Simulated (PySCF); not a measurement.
**BiO at B2PLYP**

Computed with B2PLYP; basis Bi def2-SVP with ECP60, O def2-SVP; scalar-relativistic core potentials; PySCF 2.14.

For BiO, the state is ²Π (doublet), unpaired electrons π ↑ and the bond length is 1.986 Å. The harmonic wavenumber is 655 cm⁻¹, the force constant is 3.76 mdyn/Å and the rotational constant Be is 0.2877 cm⁻¹. The well depth De to Bi + O is 3.31 eV. The dissociation energy D0 is 3.27 eV. The bond order (Mayer) is 2.01. The dipole moment (positive dipole means Bi(−)O(+)) is -4.62 D.

Correlated steps freeze 5 core orbitals. These are scalar-relativistic numbers at best; spin–orbit coupling would shift them, the dissociation energy most. B2PLYP dipoles, levels and charges come from its SCF part alone. The state is the lowest determinant that a PBE0 search found; another state may lie lower at other levels.
